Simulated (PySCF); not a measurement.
C2H6OZn, triplet, at the geometry of the source list (a higher spin typed on purpose: for a closed-shell molecule this is an excited state). Base run: PBE/6-31G* (PySCF).

PySCF was given this input:
```python
from pyscf import gto, scf, dft

mol = gto.M(
    atom='''
Zn    1.01820000    0.69780000    0.89030000
C     0.34110000   -0.64110000   -0.45740000
C    -1.00680000   -0.29150000   -1.07450000
H     0.24890000   -1.57630000    0.09250000
H     1.06390000   -0.80590000   -1.25070000
H    -0.95520000    0.62120000   -1.66360000
H    -1.77450000   -0.16580000   -0.31420000
H    -1.32120000   -1.09920000   -1.73790000
O     0.92110000    1.32930000    2.50770000
H     1.46450000    1.93140000    3.00790000
''',
    basis='6-31g*',
    spin=2,
    verbose=4,
)

mf = dft.UKS(mol)
mf.xc = 'pbe'
mf.kernel()
mf.analyze()
```

Variants of this job, named by their change:

| change | ΔE vs base (mEh) | outcome |
|---|---|---|
| base | 0.000 | converged |
| conv_tol = 1e-4 | - | not converged |
| solver = newton | 0.000 | converged |
| diis = off (with mf.max_cycle = 100) | - | not converged |
| level_shift = 0.1 (with mf.max_cycle = 100) | 0.000 | converged |
| conv_tol = 1e-6 | - | not converged |
| diis_space = 2 | - | not converged |
| diis_space = 12 | - | not converged |
| conv_tol = 1e-7 | - | not converged |
| init_guess = atom | - | not converged |
| conv_tol_grad = 1e-3 | 0.000 | converged |
| solver = newton; init_guess = 1e | - | cut at the time limit |
| diis_space = 20 | - | not converged |

Open shells are given as the SCF converged; they aren't shown to be the lowest states, and a large step between rows can be another state.
